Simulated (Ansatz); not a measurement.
`BSCO` + `CBO` → `CBOCO` + `BS`  (substitution at a C–S bond)

Calculated with Ansatz (gas phase, PBE0-D4/def2-TZVP geometries, no zero-point term in ΔE). CBS: MP2 limit from def2 TZ/QZ plus the TZ coupled-cluster correction, frozen cores. This one scheme is used for every species. DFT in def2-TZVPP. One conformer a species, not always the lowest.

| level | ΔE (kcal/mol) | difference from CCSD(T)/CBS |
| --- | --- | --- |
| r2SCAN-D4 | 3.4 | 0.0 |
| B97M-V | 2.8 | -0.6 |
| BHLYP-D4 | 1.3 | -2.1 |
| PBE-QIDH | 3.0 | -0.4 |
| PBE | 4.2 | 0.8 |
| revPBE | 4.3 | 0.9 |
| BLYP | 2.7 | -0.7 |
| BHLYP | 0.8 | -2.6 |
| LC-ωPBE | 2.2 | -1.2 |
| HF/def2-SVP | -4.7 | -8.1 |
| CCSD/def2-SVP | -1.9 | -5.3 |
| CCSD(T)/def2-SVP | -1.5 | -4.9 |
| MP2/def2-QZVPP | 4.4 | 1.0 |
| HF/CBS(def2) | -1.4 | -4.8 |
| MP2/CBS(def2) | 4.9 | 1.5 |
| CCSD/CBS(def2) | 2.7 | -0.7 |
| CCSD(T)/CBS | 3.4 | 0 |

Largest T1 diagnostic among the species: 0.015.

Leaving LDA and LC-ωPBE aside and taking each functional with its dispersion term where it has one, the values, not all of them listed here, spread over 3.6 kcal/mol, from CAM-B3LYP-D4 to revPBE-D4. LDA lies −0.8 kcal/mol from PBE without D4. From PBE to PBE0 (25 % exact exchange), in def2-TZVPP and without D4, ΔE moves by −0.9 kcal/mol.
